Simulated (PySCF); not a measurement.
Atomic charges against the basis set

C₂H₇NOSi.
Cartesian coordinates in Å at the PBE0-D3(BJ)/def2-SVP level; atoms count from 1:
```xyz
12
C2H7NOSi angstrom
N     -1.822    0.239    0.506
C     -0.994   -0.733    0.030
O     -1.365   -1.574   -0.759
C      0.431   -0.658    0.534
Si     1.470    0.624   -0.397
H     -1.510    0.963    1.136
H     -2.773    0.263    0.163
H      0.885   -1.648    0.380
H      0.470   -0.423    1.610
H      1.379    0.393   -1.868
H      0.974    2.001   -0.088
H      2.896    0.526    0.038
```

PBE0 throughout (PySCF), one geometry, spherical d and f functions. One conformer (not necessarily the lowest) at the PBE0-D3(BJ)/def2-SVP geometry, without solvent, vibrations or thermal averaging. The first 7 of 9 kinds of atom are listed.

Mulliken charges (e):

```json
{"basis": "STO-3G", "functions": "36", "N1": "-0.415", "C2": "+0.223", "O3": "-0.257", "C4": "-0.327", "Si5": "+0.543", "H6": "+0.209", "H7": "+0.215"}
{"basis": "6-31G", "functions": "63", "N1": "-0.778", "C2": "+0.542", "O3": "-0.447", "C4": "-0.740", "Si5": "+0.556", "H6": "+0.349", "H7": "+0.357"}
{"basis": "pcSseg-0", "functions": "63", "N1": "-0.760", "C2": "+0.618", "O3": "-0.517", "C4": "-1.027", "Si5": "+0.562", "H6": "+0.337", "H7": "+0.336"}
{"basis": "6-31G*", "functions": "88", "N1": "-0.799", "C2": "+0.582", "O3": "-0.471", "C4": "-0.681", "Si5": "+0.377", "H6": "+0.361", "H7": "+0.371"}
{"basis": "cc-pVDZ", "functions": "109", "N1": "-0.124", "C2": "+0.101", "O3": "-0.268", "C4": "-0.198", "Si5": "+0.241", "H6": "+0.107", "H7": "+0.115"}
{"basis": "def2-SVP", "functions": "109", "N1": "-0.161", "C2": "+0.109", "O3": "-0.264", "C4": "-0.327", "Si5": "+0.372", "H6": "+0.134", "H7": "+0.145"}
{"basis": "aug-cc-pVDZ", "functions": "182", "N1": "-0.041", "C2": "+0.719", "O3": "-0.624", "C4": "+0.210", "Si5": "-0.531", "H6": "-0.060", "H7": "-0.063"}
{"basis": "6-311+G(2d,p)", "functions": "185", "N1": "-0.417", "C2": "+0.409", "O3": "-0.486", "C4": "-0.606", "Si5": "+0.403", "H6": "+0.238", "H7": "+0.258"}
{"basis": "def2-TZVP", "functions": "203", "N1": "-0.440", "C2": "+0.273", "O3": "-0.349", "C4": "-0.363", "Si5": "+0.141", "H6": "+0.248", "H7": "+0.251"}
{"basis": "cc-pVTZ", "functions": "252", "N1": "-0.233", "C2": "+0.201", "O3": "-0.325", "C4": "-0.300", "Si5": "+0.168", "H6": "+0.166", "H7": "+0.167"}
{"basis": "IGLO-III", "functions": "254", "N1": "-0.380", "C2": "+0.452", "O3": "-0.477", "C4": "-0.572", "Si5": "+0.721", "H6": "+0.202", "H7": "+0.219"}
```

IAO charges (e):

```json
{"basis": "STO-3G", "functions": "36", "N1": "-0.413", "C2": "+0.224", "O3": "-0.268", "C4": "-0.549", "Si5": "+0.647", "H6": "+0.224", "H7": "+0.231"}
{"basis": "6-31G", "functions": "63", "N1": "-0.515", "C2": "+0.406", "O3": "-0.471", "C4": "-0.574", "Si5": "+0.460", "H6": "+0.281", "H7": "+0.290"}
{"basis": "pcSseg-0", "functions": "63", "N1": "-0.486", "C2": "+0.397", "O3": "-0.459", "C4": "-0.591", "Si5": "+0.449", "H6": "+0.268", "H7": "+0.277"}
{"basis": "6-31G*", "functions": "88", "N1": "-0.517", "C2": "+0.449", "O3": "-0.492", "C4": "-0.591", "Si5": "+0.588", "H6": "+0.274", "H7": "+0.285"}
{"basis": "cc-pVDZ", "functions": "109", "N1": "-0.513", "C2": "+0.445", "O3": "-0.486", "C4": "-0.590", "Si5": "+0.582", "H6": "+0.274", "H7": "+0.283"}
{"basis": "def2-SVP", "functions": "109", "N1": "-0.503", "C2": "+0.440", "O3": "-0.487", "C4": "-0.589", "Si5": "+0.602", "H6": "+0.270", "H7": "+0.280"}
{"basis": "aug-cc-pVDZ", "functions": "182", "N1": "-0.534", "C2": "+0.457", "O3": "-0.511", "C4": "-0.594", "Si5": "+0.585", "H6": "+0.285", "H7": "+0.294"}
{"basis": "6-311+G(2d,p)", "functions": "185", "N1": "-0.535", "C2": "+0.459", "O3": "-0.512", "C4": "-0.605", "Si5": "+0.617", "H6": "+0.285", "H7": "+0.294"}
{"basis": "def2-TZVP", "functions": "203", "N1": "-0.534", "C2": "+0.462", "O3": "-0.511", "C4": "-0.609", "Si5": "+0.626", "H6": "+0.284", "H7": "+0.293"}
{"basis": "cc-pVTZ", "functions": "252", "N1": "-0.533", "C2": "+0.460", "O3": "-0.507", "C4": "-0.606", "Si5": "+0.611", "H6": "+0.283", "H7": "+0.292"}
{"basis": "IGLO-III", "functions": "254", "N1": "-0.536", "C2": "+0.459", "O3": "-0.513", "C4": "-0.608", "Si5": "+0.625", "H6": "+0.286", "H7": "+0.295"}
```

Hirshfeld charges (e):

```tsv
basis	functions	N1	C2	O3	C4	Si5	H6	H7
STO-3G	36	-0.188	+0.144	-0.226	-0.104	+0.350	+0.117	+0.121
6-31G	63	-0.173	+0.175	-0.306	-0.148	+0.286	+0.135	+0.139
pcSseg-0	63	-0.174	+0.172	-0.296	-0.152	+0.312	+0.132	+0.136
6-31G*	88	-0.169	+0.170	-0.306	-0.147	+0.288	+0.135	+0.141
cc-pVDZ	109	-0.170	+0.165	-0.291	-0.159	+0.308	+0.136	+0.140
def2-SVP	109	-0.172	+0.172	-0.300	-0.162	+0.317	+0.137	+0.140
aug-cc-pVDZ	182	-0.180	+0.163	-0.298	-0.174	+0.318	+0.137	+0.143
6-311+G(2d,p)	185	-0.176	+0.158	-0.302	-0.168	+0.321	+0.139	+0.143
def2-TZVP	203	-0.178	+0.163	-0.301	-0.169	+0.314	+0.139	+0.143
cc-pVTZ	252	-0.179	+0.166	-0.299	-0.168	+0.311	+0.139	+0.144
IGLO-III	254	-0.182	+0.163	-0.301	-0.170	+0.314	+0.138	+0.143
```

**Question.** Which scheme is steadiest as the basis changes?

**Answer.** Largest range over the bases for any column: Hirshfeld 0.08 e, IAO 0.25 e, Mulliken 1.25 e. Hirshfeld charges move least and Mulliken charges most, counted in e. Without the minimal STO-3G basis the ranges are Hirshfeld 0.03, IAO 0.18, Mulliken 1.25 e.

**Question.** How much do the charges still move between the two largest bases, cc-pVTZ and IGLO-III?

**Answer.** At most, over all atoms: Mulliken 0.553 e, IAO 0.014 e, Hirshfeld 0.004 e.

**Question.** What do the same runs give for the total energy, the frontier levels and the dipole moment?

**Answer.** 
```tsv
basis	energy (Eh)	HOMO (eV)	LUMO (eV)	μ (D)
STO-3G	-493.4737	-3.53	4.45	2.69
6-31G	-499.4260	-7.12	0.68	3.73
pcSseg-0	-498.6980	-7.26	0.61	3.71
6-31G*	-499.5182	-7.04	0.78	3.50
cc-pVDZ	-499.5557	-7.06	0.77	3.43
def2-SVP	-499.3025	-7.18	0.71	3.53
aug-cc-pVDZ	-499.5767	-7.43	-0.44	3.62
6-311+G(2d,p)	-499.6235	-7.46	-0.25	3.68
def2-TZVP	-499.6412	-7.40	0.30	3.61
cc-pVTZ	-499.6361	-7.34	0.41	3.54
IGLO-III	-499.6470	-7.44	0.11	3.64
```

The dipole is fixed by the density alone, so its range of 1.04 D shows that the density itself changes with the basis, not only its division among atoms.
